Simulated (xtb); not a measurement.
Cl2Sn, charge -1, doublet, at a GFN2-xTB geometry (such geometries of metal compounds can be far from the true shape) (a state made from the parent by changing its charge; the spin is typed, not shown lowest); GFN2-xTB (xtb).

The xtb input:
```
$ xtb mol.xyz --gfn 2 --chrg -1 --uhf 1 --grad --json

# file mol.xyz
3

Sn     0.01076359    -0.01024665     0.63912643
Cl     1.23230621     1.55893049    -0.93616015
Cl    -1.26396382    -1.52879329    -0.94362347
```

Problem. What does xtb print? Leave out banner, timings and long lists.

Solution. 
```
   ID    Z sym.   atoms
    1   50 Sn     1
    2   17 Cl     2, 3

           -------------------------------------------------
          |                Calculation Setup                |
           -------------------------------------------------

           -------------------------------------------------
          |                 G F N 2 - x T B                 |
           -------------------------------------------------

          ...................................................
          :                      SETUP                      :
          :.................................................:
          :  # basis functions                  30          :
          :  # atomic orbitals                  27          :
          :  # shells                            9          :
          :  # electrons                        19          :
          :  max. iterations                   250          :
          :  Hamiltonian                  GFN2-xTB          :
          :  restarted?                      false          :
          :  GBSA solvation                  false          :
          :  PC potential                    false          :
          :  electronic temp.          300.0000000     K    :
          :  accuracy                    1.0000000          :
          :  -> integral cutoff          0.2500000E+02      :
          :  -> integral neglect         0.1000000E-07      :
          :  -> SCF convergence          0.1000000E-05 Eh   :
          :  -> wf. convergence          0.1000000E-03 e    :
          :  Broyden damping             0.4000000          :
          :  net charge                         -1          :
          :  unpaired electrons                  1          :
          ...................................................

 iter      E             dE          RMSdq      gap      omega  full diag
   1    -11.4924656 -0.114925E+02  0.157E+01    1.99       0.0  T
   2    -11.5247124 -0.322468E-01  0.410E+00    2.09       1.0  T
   3    -11.5299644 -0.525201E-02  0.345E+00    2.05       1.0  T
   4    -11.5303816 -0.417147E-03  0.164E+00    2.03       1.0  T
   5    -11.5308434 -0.461786E-03  0.611E-01    2.02       1.0  T
   6    -11.5310234 -0.180016E-03  0.125E-01    2.02       1.0  T
   7    -11.5310324 -0.903200E-05  0.478E-02    2.01       1.2  T
   8    -11.5310327 -0.323235E-06  0.971E-03    2.01       5.9  T
   9    -11.5310328 -0.336432E-07  0.472E-03    2.01      12.2  T
  10    -11.5310328 -0.869894E-08  0.189E-03    2.01      30.6  T
  11    -11.5310328 -0.167966E-08  0.221E-04    2.01     261.1  T
  12    -11.5310328 -0.120881E-10  0.407E-05    2.01    1417.7  T

   *** convergence criteria satisfied after 12 iterations ***

         :::::::::::::::::::::::::::::::::::::::::::::::::::::
         ::                     SUMMARY                     ::
         :::::::::::::::::::::::::::::::::::::::::::::::::::::
         :: total energy             -11.530585518637 Eh    ::
         :: gradient norm              0.000011878272 Eh/a0 ::
         :: HOMO-LUMO gap              2.013964566047 eV    ::
         ::.................................................::
         :: SCC energy               -11.531032703920 Eh    ::
         :: -> isotropic ES            0.124727198614 Eh    ::
         :: -> anisotropic ES         -0.003555240045 Eh    ::
         :: -> anisotropic XC         -0.001631229210 Eh    ::
         :: -> dispersion             -0.002667264840 Eh    ::
         :: repulsion energy           0.000447185283 Eh    ::
         :: add. restraining           0.000000000000 Eh    ::
         :: total charge              -1.000000000000 e     ::
         :::::::::::::::::::::::::::::::::::::::::::::::::::::

           -------------------------------------------------
          |                Property Printout                |
           -------------------------------------------------

    * Orbital Energies and Occupations

         #    Occupation            Energy/Eh            Energy/eV
      -------------------------------------------------------------
         1        2.0000           -0.8584122             -23.3586
         2        2.0000           -0.8580487             -23.3487
         3        2.0000           -0.5665798             -15.4174
         4        2.0000           -0.2579508              -7.0192
         5        2.0000           -0.2426386              -6.6025
         6        2.0000           -0.2401012              -6.5335
         7        2.0000           -0.2361326              -6.4255
         8        2.0000           -0.2319834              -6.3126
         9        2.0000           -0.2314330              -6.2976
        10        1.0000           -0.0856390              -2.3304 (HOMO)
        11                         -0.0116271              -0.3164 (LUMO)
        12                          0.0038100               0.1037
        13                          0.1171178               3.1869
        14                          0.1382573               3.7622
        15                          0.1628654               4.4318
        16                          0.2344710               6.3803
        17                          0.2409878               6.5576
        18                          0.2414537               6.5703
        19                          0.2418183               6.5802
        20                          0.2422567               6.5921
        21                          0.2432252               6.6185
       ...                                ...                  ...
        27                          0.6325215              17.2118
      -------------------------------------------------------------
                  HL-Gap            0.0740118 Eh            2.0140 eV
             Fermi-level           -0.1035845 Eh           -2.8187 eV

     #   Z          covCN         q      C6AA      α(0)
     1  50 Sn       1.547     0.133   470.596    46.742
     2  17 Cl       0.773    -0.567   118.022    16.618
     3  17 Cl       0.773    -0.567   118.022    16.618

 Mol. C6AA /au·bohr⁶  :       1846.479366
 Mol. C8AA /au·bohr⁸  :     144165.909603
 Mol. α(0) /au        :         79.978429

Wiberg/Mayer (AO) data.
largest (>0.10) Wiberg bond orders for each atom

 ---------------------------------------------------------------------------
     #   Z sym  total        # sym  WBO       # sym  WBO       # sym  WBO
 ---------------------------------------------------------------------------
     1  50 Sn   1.517 --     2 Cl   0.759     3 Cl   0.759
     2  17 Cl   0.773 --     1 Sn   0.759
     3  17 Cl   0.773 --     1 Sn   0.759
 ---------------------------------------------------------------------------

Topologies differ in total number of bonds
Writing topology from bond orders to xtbtopo.mol

molecular dipole:
                 x           y           z       tot (Debye)
 q only:        0.037      -0.035       2.174
   full:        0.037      -0.035       2.171       5.520
molecular quadrupole (traceless):
                xx          xy          yy          xz          yz          zz
 q only:        0.208     -11.696      -4.804      -0.114       0.046       4.596
  q+dip:       -0.197     -13.572      -6.013      -0.110       0.033       6.210
   full:       -0.856     -12.792      -6.337      -0.070      -0.001       7.193

           -------------------------------------------------
          | TOTAL ENERGY              -11.530585518637 Eh   |
          | GRADIENT NORM               0.000011878272 Eh/α |
          | HOMO-LUMO GAP               2.013964566047 eV   |
           -------------------------------------------------

normal termination of xtb
```
